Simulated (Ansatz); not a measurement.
Level of theory: frozen-core CCSD(T)/cc-pVTZ // PBE0-D3(BJ)/def2-TZVP (Ansatz, a first-principles code).

Ansatz 0.2 input:
```yaml
crystal:
  periodic: [false, false, false]
  atoms:
    - { symbol: C, position_ang: [-1.06026, -0.48508, 0.211095] }
    - { symbol: S, position_ang: [0.066773, -0.467499, -1.186788] }
    - { symbol: C, position_ang: [1.329815, 0.584898, -0.574182] }
    - { symbol: O, position_ang: [1.363234, 1.114927, 0.500605] }
    - { symbol: H, position_ang: [-0.633676, 0.159832, 0.981144] }
    - { symbol: H, position_ang: [-1.160187, -1.5019, 0.587045] }
    - { symbol: H, position_ang: [-2.031919, -0.105667, -0.100536] }
    - { symbol: H, position_ang: [2.124517, 0.705092, -1.332176] }
basis:
  gaussian: { orbitals: cc-pVTZ }
correlation:
  method: ccsd_t
```

Output:

```
Functional definition: HF
1036 factors; integrals over basis functions are off by at most 1.1e-3 eV
mean field evaluation 1: about -14976.8812 eV, gradient 3.8e1 eV
mean field evaluation 2: about -14977.1381 eV, gradient 3.9e1 eV
mean field evaluation 4: about -14980.4043 eV, gradient 4.2e0 eV
mean field evaluation 8: about -14980.4995 eV, gradient 5.8e-1 eV
mean field evaluation 16: about -14980.5033 eV, gradient 2.5e-6 eV
mean field -14980.50330379 eV, -550.5233422645 hartree, gradient 2.5e-6 eV, S^2 0.000000; 0 other end points of the search recorded, 0 dependent functions left out
8 core orbitals not correlated
reference -14980.50330379 eV, -550.5233422645 hartree; 12, 12 occupied and 160, 160 virtual orbitals, 1036 factors
second order -20.22881369 eV of doubles, -0.00000000 eV of singles
cycle   1  -20.30577571 eV  change   -7.7e-2 eV  update   1.2e-1
cycle   2  -20.85926193 eV  change   -5.5e-1 eV  update   3.8e-2
cycle   3  -21.00911109 eV  change   -1.5e-1 eV  update   2.1e-2
cycle   4  -20.99667188 eV  change    1.2e-2 eV  update   5.9e-3
cycle   5  -20.99361847 eV  change    3.1e-3 eV  update   2.9e-3
cycle   6  -20.99467905 eV  change   -1.1e-3 eV  update   1.1e-3
cycle   7  -20.99403318 eV  change    6.5e-4 eV  update   4.4e-4
cycle   8  -20.99393245 eV  change    1.0e-4 eV  update   1.7e-4
cycle   9  -20.99399197 eV  change   -6.0e-5 eV  update   7.0e-5
cycle  10  -20.99397690 eV  change    1.5e-5 eV  update   2.6e-5
perturbative correction -0.97990497 eV, -0.0360108434 hartree
Total energy: -15002.47718566 eV, -551.3308675289 hartree
```

Cost: roughly 60 core-seconds.
